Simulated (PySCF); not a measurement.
[CuI3]-: pyramidal angle scan

[CuI3]-: Cu(II) (d9), charge -1. The structure is a model geometry with rigid ligands and bond lengths from ionic radii, not a minimum; coordination trigonal planar, point group D3h, metal–donor distances 2.61 Å.

The d shell alone is too small an active space for [CuI3]- (Cu(II) with such soft donors has much ligand-hole, Cu(I)-like character): its levels, fitted parameters, g values and moments show what this model gives and aren't sound predictions.

```
4

Cu    0.0000    0.0000    0.0000
I     2.6100    0.0000    0.0000
I    -1.3050    2.2603    0.0000
I    -1.3050   -2.2603    0.0000
```

Method (PySCF 2.14, density fitting): CASSCF(9,5) with orbitals averaged over all microstates of the shell, strongly contracted NEVPT2 on the averaged canonical orbitals; basis x2c-TZVPall on the metal, x2c-SVPall elsewhere; spin-free X2C; gas phase; spin-orbit coupling by state interaction with the mean-field operator over all roots.

The angle between each bond and z grows from 90° (planar).

```csv
pyramidal angle,group,ground,next state (NEVPT2) / cm⁻¹,orbital energies above the lowest (NEVPT2 fit) / cm⁻¹,μeff(300 K) / μB
90.0°,D3h,2E',2E'' 4253,0 625 625 4878 4878,3.05
95.0°,C3v,2E,2E 4235,0 645 645 4880 4880,3.04
100.0°,C3v,2E,2E 4184,0 702 702 4885 4885,3.02
105.0°,C3v,2E,2E 4117,0 787 787 4903 4903,2.99
110.0°,C3v,2E,2E 4061,0 885 885 4946 4946,2.94
```

At 90.0°, 95.0°, 100.0°, 105.0°, 110.0° the ground state is orbitally degenerate, so the regular structure would distort there (Jahn–Teller).

The geometry is a model, and the complex may not exist in this form. Ligand-hole states mix strongly into such Cu(II) halides; the d shell alone makes them too ionic, overstates g shifts and moments and can put the wrong state lowest. NEVPT2 lifts 2E'' from 2546 to 4253 cm⁻¹; on the d shell alone such lifts tend to overshoot.
